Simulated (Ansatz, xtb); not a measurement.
# CH7ClOSi3: which of two isomers lies lower

Structure X: `O=C[SiH2][Si@@H]([SiH3])Cl`, a singlet. Structure Y: `O=C[Si@@H](Cl)[SiH2][SiH3]`, a singlet. Both are isolated molecules in the gas phase, relaxed with r2SCAN-D4/def2-SVP; each stands in its lowest conformer found.

Q: Estimate which is lower in electronic energy at CCSD(T)/def2-SVP + ΔMP2/def2-TZVPP, and by roughly how much.

A: The CCSD(T)/def2-SVP + ΔMP2/def2-TZVPP calculation puts structure Y lower, by 2.4 kcal/mol.

The same difference at several levels:

```json
{"level": "r2SCAN-D4/def2-SVP", "geometry": "r2SCAN-D4/def2-SVP", "E(Y) − E(X) (kcal/mol)": "−2.8", "departure from the last row (kcal/mol)": "−0.5", "job, with rough time for the two": "optimisation, 6.7 min"}
{"level": "HF/def2-SVP", "geometry": "r2SCAN-D4/def2-SVP", "E(Y) − E(X) (kcal/mol)": "−2.2", "departure from the last row (kcal/mol)": "+0.1", "job, with rough time for the two": "part of the CCSD(T) run"}
{"level": "MP2/def2-SVP", "geometry": "r2SCAN-D4/def2-SVP", "E(Y) − E(X) (kcal/mol)": "−2.9", "departure from the last row (kcal/mol)": "−0.6", "job, with rough time for the two": "part of the CCSD(T) run"}
{"level": "CCSD(T)/def2-SVP", "geometry": "r2SCAN-D4/def2-SVP", "E(Y) − E(X) (kcal/mol)": "−2.7", "departure from the last row (kcal/mol)": "−0.4", "job, with rough time for the two": "single point"}
{"level": "CCSD(T)/def2-SVP + ΔMP2/def2-TZVPP", "geometry": "r2SCAN-D4/def2-SVP", "E(Y) − E(X) (kcal/mol)": "−2.4", "departure from the last row (kcal/mol)": "", "job, with rough time for the two": "single point, 3.1 min"}
```

As drawn, both hold the same kinds of bond in the same numbers.

The levels shown agree on the order. The largest departure from CCSD(T)/def2-SVP + ΔMP2/def2-TZVPP is that of MP2/def2-SVP, 0.6 kcal/mol. Levels run at GFN2-xTB geometries aren't shown. The last row adds to CCSD(T) the change of the MP2 difference between the two basis sets, here +0.4 kcal/mol.

With thermal terms from frequencies at re-optimised GFN2-xTB minima (ideal gas, soft modes damped towards free rotors, one conformer each, 298.15 K, 1 atm): the zero-point term adds +0.1 kcal/mol; ΔH is −2.3 and ΔG −2.2 kcal/mol.

The correlated steps freeze 22 core orbitals. Run with Ansatz 0.2.0, xtb 6.7.1; the last row on 2 threads of AMD EPYC (Zen 3) on a shared host.
